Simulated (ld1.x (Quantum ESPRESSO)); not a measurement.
# u(r) = r·R(r): atom against pseudo-atom (Bi)

Columns: radius, all-electron u(r) and pseudo u(r) of the 5d shell (level -35.19 eV) of bismuth in the configuration [Xe] 4f14 5d10 6s2 6p2; PBEsol, scalar-relativistic, TM scheme, ld1.x (Quantum ESPRESSO) 7.5.

| r (bohr) | all-electron | pseudo |
| --- | --- | --- |
| 0.103 | 0.3538 | 0.0045 |
| 0.205 | -0.1568 | 0.0341 |
| 0.308 | -0.5163 | 0.1080 |
| 0.410 | -0.3709 | 0.2308 |
| 0.513 | 0.0066 | 0.3969 |
| 0.615 | 0.3895 | 0.5816 |
| 0.718 | 0.6908 | 0.7596 |
| 0.820 | 0.8847 | 0.8997 |
| 0.923 | 0.9875 | 0.9873 |
| 1.025 | 1.0187 | 1.0176 |
| 1.128 | 1.0012 | 1.0010 |
| 1.230 | 0.9528 | 0.9528 |
| 1.332 | 0.8866 | 0.8866 |
| 1.435 | 0.8110 | 0.8110 |
| 1.538 | 0.7328 | 0.7328 |
| 1.640 | 0.6568 | 0.6568 |
| 1.743 | 0.5840 | 0.5840 |
| 1.845 | 0.5171 | 0.5171 |
| 1.948 | 0.4552 | 0.4552 |
| 2.050 | 0.3998 | 0.3998 |
| 2.153 | 0.3498 | 0.3498 |
| 2.255 | 0.3056 | 0.3056 |
| 2.358 | 0.2661 | 0.2661 |
| 2.460 | 0.2317 | 0.2317 |
| 2.562 | 0.2014 | 0.2014 |
| 2.665 | 0.1745 | 0.1745 |

Task: How many radial nodes do the two functions have?

Result: The all-electron 5d function has n − l − 1 = 2; the pseudo-wave has 0, since the states of the same l below it are removed with the core.

Task: At about which radius was the pseudo-wave matched?

Result: 1.30 bohr. The columns agree to 0.0005 from 1.13 bohr on; several derivatives are matched, so the curves merge somewhat inside the radius.

Task: Is the pseudo-wave norm-conserving?

Result: Yes: the TM scheme keeps the norm inside the radius equal to the all-electron one, which fixes the energy derivative of the logarithmic derivative at the level.
